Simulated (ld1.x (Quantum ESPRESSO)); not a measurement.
**Which change was made? (Ta, TM)**

ld1.x (Quantum ESPRESSO) 7.5 input, shortened:

```
&input
   title='Ta', zed=73., rel=1, dft='WC', iswitch=3,
   config='[Xe] 4f14 5d2 6s0 6p0'
 /
 &inputp
   pseudotype=2, tm=.true., lloc=0,
   nlcc=.true., new_core_ps=.true.
 /
3
5P  2  1   6.00   0.00  1.85  1.85  0.0
5D  3  2   2.00   0.00  2.15  2.15  0.0
5S  1  0   2.00   0.00  1.95  1.95  0.0
 &test
   configts(1)='5s2 5p6 5d2 6s0 6p0'
 /
```

Cutoffs, loose and tight: the cutoffs (Ry, on a coarse ladder) from which the occupation-weighted sum of valence levels, in a spherical-Bessel basis at the reference potential, stays within 10 and 1 mRy of its value at 400 Ry. They do not see the model core or the augmentation charge, which bear on the density cutoff. Test errors are all-electron minus pseudo excitation energies from the reference, over the configurations 5s2 5p6 5d3 6s2 6p0; 5s2 5p6 5d3 6s1 6p0; 5s2 5p6 5d3 6s0 6p0; 5s2 5p6 5d4 6s0 6p0; 5s2 5p6 5d1 6s0 6p0; 5s2 5p6 5d4 6s1 6p0; 5s2 5p6 5d3.5 6s1.5 6p0; variants that change the core or the reference have their own tests.

The base gives: outcome: generated; cutoff, loose: 40 Ry; cutoff, tight: 55 Ry; bound ghosts: none; largest test error (meV): +5046.

After one change the result is: outcome: generated; cutoff, loose: 40 Ry; cutoff, tight: 55 Ry; bound ghosts: p; largest test error (meV): -500. Which change was it?
A. core [Xe], valence charge 19; reference 4f14 5d2 6s0 6p0; waves now 6p (bound): rc 2.30 bohr; 5d (bound): rc 2.75 bohr; 4f (bound): rc 0.60 bohr; 6s (bound): rc 1.85 bohr; core correction a·sin(br)/r model core inside 0.30 bohr
B. all radii but the core radius scaled by about 0.91 (s 1.78, p 1.68, d 1.96 bohr)
C. local potential the d channel
D. type RRKJ; local potential the d channel

C. The others give: type RRKJ; local potential the d channel → outcome: generated; cutoff, loose: 35 Ry; cutoff, tight: 50 Ry; bound ghosts: p; largest test error (meV): -376 | all radii but the core radius scaled by about 0.91 (s 1.78, p 1.68, d 1.96 bohr) → outcome: generated; cutoff, loose: 50 Ry; cutoff, tight: 80 Ry; bound ghosts: none; largest test error (meV): +3428 | core [Xe], valence charge 19; reference 4f14 5d2 6s0 6p0; waves now 6p (bound): rc 2.30 bohr; 5d (bound): rc 2.75 bohr; 4f (bound): rc 0.60 bohr; 6s (bound): rc 1.85 bohr; core correction a·sin(br)/r model core inside 0.30 bohr → outcome: failed: run_pseudo: Errors in PS-KS equation.
